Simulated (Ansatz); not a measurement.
The first iterations of a band of C2H4BFO (9 atoms, charge 0, multiplicity 1).

Theory: RKS PBE-D4/6-31G* in Ansatz.

```yaml
movable_images: 5
climbing_image: yes
spring: 5.0 eV/Å²
optimiser: quadratic models (default)
start_path: IDPP
force_threshold: 0.03 eV/Å
iteration_limit: 60
end_points: relaxed
```

Initial state:

```xyz
9
Properties=species:S:1:pos:R:3
O -2.042 -0.507 0.651
C -0.804 -0.549 0.112
C 0.144 0.426 0.123
B 1.485 0.156 -0.555
F 2.454 1.091 -0.570
H -2.161 0.373 1.072
H -0.634 -1.520 -0.368
H -0.083 1.382 0.620
H 1.730 -0.898 -1.102
```

Final state:

```xyz
9
Properties=species:S:1:pos:R:3
O -1.967 -0.059 0.807
C -0.780 -0.314 0.201
C 0.232 0.588 0.154
B 1.522 0.189 -0.557
F 2.564 1.038 -0.639
H -2.545 -0.844 0.720
H -0.677 -1.308 -0.260
H 0.076 1.564 0.631
H 1.663 -0.900 -1.074
```

| iteration | highest image above the first end (eV) | largest band force component (eV/Å) |
| --- | --- | --- |
| 1 | 0.754 | 1.909 |
| 2 | 0.560 | 0.862 |

Question: Does the band converge within its limit, and where does its top end?

Answer: The run converged. It ended after 7 iterations with the highest image 0.467 eV above the first end. A vibrational analysis at the climbing image gives one clearly imaginary mode, 613i cm⁻¹: a first-order saddle point.

Time of the run: 100 s on 1 thread of Arm Neoverse V1, on a shared host, peak memory 0.11 GiB.
